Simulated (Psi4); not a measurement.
Two rigid molecules brought together: C2H2 ··· C4H5N (SMILES C#C and c1cc[nH]c1). Monomers: optimised at B3LYP-D3(BJ) (def2-TZVP), held rigid. Orientation: lowest of the rigid-body minima from ten starts at GFN2-xTB. The monomers approach along the line of their centres of mass (distance R); nothing else relaxes.

Levels: PBE/def2-TZVP, counterpoise-corrected (Psi4); PBE-D3(BJ)/def2-TZVP, counterpoise-corrected (Psi4); SAPT0/jun-cc-pVDZ, frozen core (Psi4).

Interaction energies in kJ/mol; the last columns give the difference from SAPT0:

```json
[
 {"R / Å": "3.85", "PBE/def2-TZVP": "25.01", "PBE-D3(BJ)/def2-TZVP": "17.65", "SAPT0/jun-cc-pVDZ": "22.43", "PBE/def2-TZVP − SAPT0/jun-cc-pVDZ": "2.57", "PBE-D3(BJ)/def2-TZVP − SAPT0/jun-cc-pVDZ": "-4.79"},
 {"R / Å": "4.04", "PBE/def2-TZVP": "4.26", "PBE-D3(BJ)/def2-TZVP": "-2.18", "SAPT0/jun-cc-pVDZ": "2.49", "PBE/def2-TZVP − SAPT0/jun-cc-pVDZ": "1.77", "PBE-D3(BJ)/def2-TZVP − SAPT0/jun-cc-pVDZ": "-4.66"},
 {"R / Å": "4.24", "PBE/def2-TZVP": "-5.74", "PBE-D3(BJ)/def2-TZVP": "-11.27", "SAPT0/jun-cc-pVDZ": "-7.08", "PBE/def2-TZVP − SAPT0/jun-cc-pVDZ": "1.34", "PBE-D3(BJ)/def2-TZVP − SAPT0/jun-cc-pVDZ": "-4.19"},
 {"R / Å": "4.46", "PBE/def2-TZVP": "-9.58", "PBE-D3(BJ)/def2-TZVP": "-14.21", "SAPT0/jun-cc-pVDZ": "-10.86", "PBE/def2-TZVP − SAPT0/jun-cc-pVDZ": "1.28", "PBE-D3(BJ)/def2-TZVP − SAPT0/jun-cc-pVDZ": "-3.35"},
 {"R / Å": "4.69", "PBE/def2-TZVP": "-9.92", "PBE-D3(BJ)/def2-TZVP": "-13.71", "SAPT0/jun-cc-pVDZ": "-11.26", "PBE/def2-TZVP − SAPT0/jun-cc-pVDZ": "1.34", "PBE-D3(BJ)/def2-TZVP − SAPT0/jun-cc-pVDZ": "-2.45"},
 {"R / Å": "4.89", "PBE/def2-TZVP": "-9.02", "PBE-D3(BJ)/def2-TZVP": "-12.17", "SAPT0/jun-cc-pVDZ": "-10.33", "PBE/def2-TZVP − SAPT0/jun-cc-pVDZ": "1.32", "PBE-D3(BJ)/def2-TZVP − SAPT0/jun-cc-pVDZ": "-1.84"},
 {"R / Å": "5.13", "PBE/def2-TZVP": "-7.52", "PBE-D3(BJ)/def2-TZVP": "-10.01", "SAPT0/jun-cc-pVDZ": "-8.70", "PBE/def2-TZVP − SAPT0/jun-cc-pVDZ": "1.18", "PBE-D3(BJ)/def2-TZVP − SAPT0/jun-cc-pVDZ": "-1.31"},
 {"R / Å": "5.49", "PBE/def2-TZVP": "-5.42", "PBE-D3(BJ)/def2-TZVP": "-7.14", "SAPT0/jun-cc-pVDZ": "-6.34", "PBE/def2-TZVP − SAPT0/jun-cc-pVDZ": "0.91", "PBE-D3(BJ)/def2-TZVP − SAPT0/jun-cc-pVDZ": "-0.80"},
 {"R / Å": "5.92", "PBE/def2-TZVP": "-3.58", "PBE-D3(BJ)/def2-TZVP": "-4.66", "SAPT0/jun-cc-pVDZ": "-4.24", "PBE/def2-TZVP − SAPT0/jun-cc-pVDZ": "0.66", "PBE-D3(BJ)/def2-TZVP − SAPT0/jun-cc-pVDZ": "-0.42"},
 {"R / Å": "6.65", "PBE/def2-TZVP": "-1.82", "PBE-D3(BJ)/def2-TZVP": "-2.31", "SAPT0/jun-cc-pVDZ": "-2.23", "PBE/def2-TZVP − SAPT0/jun-cc-pVDZ": "0.41", "PBE-D3(BJ)/def2-TZVP − SAPT0/jun-cc-pVDZ": "-0.08"},
 {"R / Å": "7.64", "PBE/def2-TZVP": "-0.83", "PBE-D3(BJ)/def2-TZVP": "-1.02", "SAPT0/jun-cc-pVDZ": "-1.07", "PBE/def2-TZVP − SAPT0/jun-cc-pVDZ": "0.24", "PBE-D3(BJ)/def2-TZVP − SAPT0/jun-cc-pVDZ": "0.04"},
 {"R / Å": "8.92", "PBE/def2-TZVP": "-0.38", "PBE-D3(BJ)/def2-TZVP": "-0.45", "SAPT0/jun-cc-pVDZ": "-0.49", "PBE/def2-TZVP − SAPT0/jun-cc-pVDZ": "0.11", "PBE-D3(BJ)/def2-TZVP − SAPT0/jun-cc-pVDZ": "0.04"}
]
```

PBE/def2-TZVP is furthest from SAPT0/jun-cc-pVDZ at 3.85 (2.57 kJ/mol, above); its mean absolute difference over the points is 1.09 kJ/mol.

PBE-D3(BJ)/def2-TZVP is furthest from SAPT0/jun-cc-pVDZ at 3.85 (-4.79 kJ/mol, below); its mean absolute difference over the points is 2.00 kJ/mol.
